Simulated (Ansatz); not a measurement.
System: CH₂BCl₂S, net charge 0, doublet state. It need not be the lowest isomer of its formula. SMILES: [CH2]SB(Cl)Cl
Coordinates optimised at B3LYP-D3(BJ)/def2-TZVP (Ansatz, an electronic-structure program):
```
S
C 1 1.7048
H 2 1.0776 1 121.81
H 2 1.0783 3 121.59 1 180.00
B 1 1.7966 2 107.05 3 0.00
Cl 5 1.7527 1 123.60 2 0.00
Cl 5 1.7556 6 120.21 3 180.00
```
Charge 0, spin multiplicity 2.

Computed values are from Ansatz. Valence correlation only, unless marked. Open shells are spin-unrestricted. No spin-orbit coupling. Non-relativistic. CBS marks a two-point X^-3 extrapolation of the correlation energy; Hartree-Fock from the larger set.

The atomisation energy De is 588.1 kcal/mol at CCSD(T)/CBS(cc-pV(T+d)Z,cc-pV(Q+d)Z). The total energy is -1381.4182 Eh at CCSD(T)/CBS(cc-pV(T+d)Z,cc-pV(Q+d)Z), the dipole moment is 1.46 D at CCSD(T)/aug-cc-pV(D+d)Z and the T1 diagnostic is 0.017 at CCSD/cc-pV(Q+d)Z.
